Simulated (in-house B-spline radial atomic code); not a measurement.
Neutral ruthenium is squeezed into an impenetrable sphere of radius R (the orbitals vanish at R). All numbers are computed (Dirac-Kohn-Sham LDA VWN5, spherical fractional occupations; Fermi nucleus of rms radius 4.4809 fm) with an all-electron radial atomic-structure program (B-spline basis), not measured.

Energies in eV above the free atom in [Kr] 4d7 5s1:

```csv
R (bohr),highest level (eV),[Kr] 4d7 5s1,[Kr] 4d7 5p1,[Ar] 3d10 4s2 4p5 4d8 5s1
8.18,-4.34,0.07596,3.996,41.53
6.51,-3.75,0.5002,5.002,41.92
4.62,0.102,4.806,11.32,46.02
4.08,3.59,9.774,17.59,50.91
3.75,7.16,15.45,24.41,56.58
3.06,22.5,43.96,56.81,85.6
2.65,43.1,89.2,105.8,132.1
2.32,74.6,169,189.8,214.1
1.9,159,428.4,455.8,479.3
1.37,482,1756,1791,1822
```

Does [Kr] 4d7 5p1 fall below [Kr] 4d7 5s1 under compression?

No, it stays above over the whole range.

Does [Ar] 3d10 4s2 4p5 4d8 5s1 fall below [Kr] 4d7 5s1 under compression?

No, it stays above over the whole range.

The highest level is first positive in the row R = 4.62 bohr, pushed up by confinement above the zero of the free ion's potential. Each configuration is held fixed and needn't be the lowest in the sphere.
